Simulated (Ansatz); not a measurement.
`[F][GeH]([SH])[Cl]` + `F[SiH](F)O[SiH3]` → `[F][GeH]([Cl])[O][SiH3]` + `F[SiH](F)S`  (redistribution)

Computed with Ansatz on PBE0-D4/def2-TZVP structures; ΔE is electronic, products minus reactants. CBS: MP2 limit from def2 TZ/QZ plus the TZ coupled-cluster correction, frozen cores. DFT in def2-TZVPP. For Ge outer-core shells are correlated without core-valence functions, which leaves a few kJ/mol of doubt a bond. Scalar relativity is left out up to krypton. Each species was taken in one conformer, which may not be the lowest.

```
        level  ΔE (kJ/mol)
       PBE-D4         67.1
    revPBE-D4         65.6
    r2SCAN-D4         71.3
     BHLYP-D4         78.1
 CAM-B3LYP-D4         74.6
      r2SCANh         72.8
      LC-ωPBE         68.6
HF/def2-TZVPP         79.7
```

Problem. What does CCSD(T)/CBS give? (Best estimate.)

Solution. Ansatz gave: +72.1 kJ/mol. The listed levels differ from it by -5.0, -6.5, -0.8, 6.0, 2.5, 0.7, -3.5, 7.6 kJ/mol.

Largest T1 diagnostic among the species: 0.012.

From PBE to PBE0 (25 % exact exchange), in def2-TZVPP and without D4, ΔE moves by +3.6 kJ/mol. In def2-TZVPP, CCSD(T) changes the Hartree–Fock value by −9.7 kJ/mol (the triples alone add −2.1 kJ/mol) and MP2 by −9.4 kJ/mol. At CCSD(T), def2-SVP lies −13.2 kJ/mol from the extrapolated value and def2-TZVPP −2.1 kJ/mol.
